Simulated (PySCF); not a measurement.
Geometry:
```tsv
atom	x (Å)	y (Å)	z (Å)
C1	-0.862	-2.194	-0.323
C2	-1.227	-0.893	0.388
C3	-0.193	0.185	0.205
C4	-0.444	1.329	-0.464
Si5	-2.070	1.802	-1.278
Si6	1.546	-0.087	0.903
C7	2.683	-0.687	-0.460
O8	2.128	1.313	1.604
H9	-1.636	-2.960	-0.168
H10	0.088	-2.608	0.051
H11	-0.752	-2.033	-1.407
H12	-1.340	-1.095	1.468
H13	-2.216	-0.547	0.039
H14	0.367	2.068	-0.557
H15	-3.178	1.952	-0.283
H16	-1.891	3.110	-1.980
H17	-2.501	0.782	-2.286
H18	1.487	-1.080	2.015
H19	2.366	-1.675	-0.829
H20	3.721	-0.768	-0.103
H21	2.663	0.008	-1.315
H22	2.113	2.110	1.067
```

Geometry: PBE0-D3(BJ)/def2-SVP; GIAO shifts from PySCF 2.14, gas phase, non-relativistic, averaged over equivalent atoms.

At KT2/pcSseg-1 (220 basis functions, 43 s wall time on 1 thread of an Intel Xeon 6975P-C, shared host):
```csv
atoms,δ (ppm)
C3,173.2
C4,120.7
C2,37.2
C1,16.6
C7,5.4
Si6,-5.1
Si5,-90.4
O8,34.2
H14,5.68
H18,5.02
H15/H16/H17,4.22
H12,2.54
H13,2.34
H9/H10/H11,0.97
H22,0.76
H19/H20/H21,0.21
```

Scale: TMS for 13C (σ = 183.22 ppm), 29Si (σ = 361.05 ppm), 1H (σ = 31.18 ppm); H2O for 17O (σ = 330.66 ppm) (reference shieldings calculated alike).

Q: What do these become at PBE0/pcSseg-1?

A: 
```tsv
atoms	δ at PBE0/pcSseg-1	change
C3	185.2	+12.0
C4	132.2	+11.5
C2	35.5	-1.7
C1	15.6	-1.0
C7	4.3	-1.1
Si6	-5.4	-0.3
Si5	-86.7	+3.7
O8	29.8	-4.4
H14	5.88	+0.20
H18	4.85	-0.17
H15/H16/H17	4.17	-0.05
H12	2.43	-0.11
H13	2.26	-0.08
H9/H10/H11	0.95	-0.02
H22	0.95	+0.19
H19/H20/H21	0.20	-0.01
```

References, each an isolated molecule treated in the same way: TMS for 13C (σref 184.41), 29Si (σref 351.99), 1H (σref 31.27); 17O (σref 334.56) against H2O.

The largest change is at C3 (fully substituted alkene carbon). Cost: 220 basis functions, 38 s wall time on 1 thread of an Intel Xeon 6975P-C, shared host. The order of the carbon signals is the same at both levels.

Experimental scales use liquid or dissolved standards, which lie at an offset from isolated H2O (liquid H2O: subtract about 36 ppm).
